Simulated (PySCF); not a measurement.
**Spinor energies of Ru²⁺ (ruthenium, charge +2)**

Start: [Kr] 4d5 5s1; 4d5/2 filled at m_j = -3/2, -1/2, +1/2, +3/2, +5/2; 5s1/2 filled at m_j = +1/2. Calculated with PySCF 2.14 in x2c-TZVPall-2c with one added diffuse shell each of s, p, d type (9s10p8d1f, 86 functions): generalised Hartree-Fock with the X2C-1e Hamiltonian and a Gaussian nucleus; one run each with spin-orbit coupling (SO) switched off, then screened by Boettger's factors. This is a chosen level, not necessarily the ground level.

```tsv
spinor shell	electrons	ε, spin-free (eV)	ε, screened SO (eV)	weight of nominal j (screened SO)	rms radius, screened SO (bohr)
1s1/2	2	-22260.3	-22258.9	1.000	0.0384
2s1/2	2	-3302.4	-3302.0	1.000	0.158
2p1/2	2	-2953.5	-3044.0	1.000	0.137
2p3/2	4	-2953.5	-2911.4	1.000	0.142
3s1/2	2	-636.92	-636.82	1.000	0.428
3p1/2	2	-519.23	-535.18	1.000	0.425
3d3/2	4	-330.07	-332.93	0.958	0.417
3d5/2	6	-330.07	-328.06	0.972	0.420
4s1/2	2	-118.56	-118.54	1.000	1.08
4p1/2	2	-82.475	-89.005	0.661	1.19
4p3/2	4	-82.475	-79.282	0.830	1.20
4d5/2	5	-36.474	-36.467	0.573	1.57
5s1/2	1	-24.098	-24.095	1.000	2.91
```

**Question.** Where does 3p3/2 lie, and what is the 3p spin-orbit splitting (screened SO)?

**Answer.** At -511.75 eV, 23.433 eV above 3p1/2.

| quantity | spin-free | screened SO |
| --- | --- | --- |
| E (hartree) | -4526.79659 | -4527.43970 |
| M_J | 3 | 3 |
| ⟨J²⟩ | 12.001 | 12.001 |
| ⟨L²⟩ | 0.000 | 0.022 |
| ⟨S²⟩ | 12.001 | 11.977 |

Each row is a mean over spinors that exchange with the open shell spreads, by up to 11.097 eV (4p3/2).

Rows whose weight is well below 1 are mixtures of j = l ± 1/2: exchange outweighs spin-orbit coupling there, and the label is only the starting occupation.

Breit and QED terms are absent; they matter most for the inner s and p1/2 levels.

Densities and radii are taken from the X2C orbitals without a picture-change correction, which distorts them close to the nucleus.

Without spin-orbit coupling the j labels of p, d and f shells carry no meaning; the spin-free column gives the mean over the occupied spinors of each nl shell.
